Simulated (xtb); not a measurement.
Harmonic IR lines of one isomer of C₄H₆BN, unscaled. Method: GFN2-xTB (xtb 6.7.1).

```tsv
wavenumber (cm⁻¹)	relative intensity
757	4.4
804	50
836	12
856	43
1009	4.4
1123	4.9
1224	42
1326	13
1388	10
1451	3.9
1458	22
1608	82
2369	100
2654	48
2691	56
2988	5.3
3005	4.4
3011	14
3083	7.4
```

Q: Which structure gives these lines?
A. `B/C(C#N)=C/C`
B. `B/C(C#N)=C\C`
C. `B/C=C(/C)C#N`
D. `BC/C=C\C#N`

A: B, `B/C(C#N)=C\C`
